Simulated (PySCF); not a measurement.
Two species compared at the same levels of theory.

First species: C3H6F3OPSi.
Numbering: `[O:1]=[P@@H:2]([CH2:3][SiH3:4])[C:5]([F:6])=[C:7]([F:8])[F:9]` (hydrogens: H10 on P2; H11, H12 on C3; H13, H14, H15 on Si4)

Second species: C4H7ClO2.
InChI=1S/C4H7ClO2/c1-7-3-2-4(5)6/h2-3H2,1H3

Levels: B3LYP/def2-SVPD for dipole moment, HOMO energy, LUMO energy, HOMO–LUMO gap, static isotropic polarisability and electronic spatial extent ⟨r²⟩ about the centre of nuclear charge; TDDFT B3LYP/def2-SVPD for lowest singlet excitation; TDA B3LYP/def2-SVPD for lowest triplet excitation (Tamm–Dancoff); GFN2-xTB for rotational constant A and rotational constant C. Geometries: GFN2-xTB. Each structure is a single optimised conformer of the isolated species, non-relativistic unless stated. Electronic properties by PySCF.

Dipoles, sizes and rotational constants follow the conformer. The torsions of the flexible species, by atom-mapped SMILES:
- `[O:1]=[P@@H:2]([CH2:3][SiH3:4])[C:5]([F:6])=[C:7]([F:8])[F:9]`: O1–P2–C3–Si4 -63°, O1–P2–C5–F6 116°
- `[CH3:1][O:2][CH2:3][CH2:4][C:5](=[O:6])[Cl:7]`: C1–O2–C3–C4 180°, O2–C3–C4–C5 180°, C3–C4–C5–O6 0°

Problem. Which of the two has the higher S1 energy, and by how much?

Solution. The first: 6.03 eV against 5.18 eV, a difference of 0.85 eV.

Problem. Which of the two has the higher static isotropic polarisability, and by how much?

Solution. The first: 91.7 au against 73.3 au, a difference of 18.4 au.

Problem. Which of the two has the higher HOMO–LUMO gap, and by how much?

Solution. The first: 6.75 eV against 6.19 eV, a difference of 0.56 eV.

Problem. Which of the two has the higher rotational constant A, and by how much?

Solution. The second: 6.964 GHz against 2.154 GHz, a difference of 4.810 GHz.

Problem. Which has the higher dipole moment?

Solution. The first: 3.77 D against 2.53 D, a difference of 1.24 D.

Problem. Which of the two has the higher rotational constant C, and by how much?

Solution. The second: 0.742 GHz against 0.563 GHz, a difference of 0.179 GHz.

Problem. Which of the two has the higher HOMO energy, and by how much?

Solution. The second: -7.68 eV against -7.73 eV, a difference of 0.05 eV.

Problem. Which of the two has the higher T1 energy, and by how much?

Solution. The second: 4.67 eV against 4.28 eV, a difference of 0.39 eV.

On the first: S1 lies 0.72 eV below the HOMO–LUMO gap; its leading configuration is HOMO→LUMO, weight 0.37, beside HOMO−2→LUMO, weight 0.24. The principal polarisabilities are 77.5, 84.6 and 113.1 au; their mean is the isotropic value.

On the second: In wavenumbers S1 is 41700 cm⁻¹ (1 eV = 8065.54 cm⁻¹). No computed singlet falls in the visible range (750 to 380 nm, 1.65 to 3.26 eV); S1 lies 1.92 eV above its blue end.
